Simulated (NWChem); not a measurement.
CH₇NO₂Si; SMILES C[Si](N)(O)O

```xyz
12

C      0.5448     1.8126     0.0915
Si     0.0751     0.0159     0.0028
N     -1.6342    -0.0692    -0.2203
O      0.9968    -0.6918    -1.1889
O      0.4570    -0.8770     1.3617
H     -0.0667     2.3613     0.8240
H      1.6019     1.9130     0.3802
H      0.4226     2.2977    -0.8899
H     -2.0718    -0.9578    -0.4411
H     -2.0977     0.6808    -0.7213
H      1.3485    -1.5555    -0.9544
H     -0.2023    -0.8376     2.0601
```
Atoms are numbered in this order, from 1.

Computed with NWChem. Structure relaxed at the PBE0/def2-SVP level. No frequency run checked for a minimum. Level: M05-2X/def2-SVP with SMD (1 M gas to 1 M solution), gas-phase geometry. Reactions with the solvent are ignored.

Q: What does the run give for solvent n-hexane? Quantities: solvation free energy (kcal/mol); cavity-dispersion-structure term (kcal/mol); dipole in solution (D).

A: The solvation free energy (kcal/mol) is -3.5. The cavity-dispersion-structure term (kcal/mol) is -0.4 and the dipole in solution (D) is 2.02.
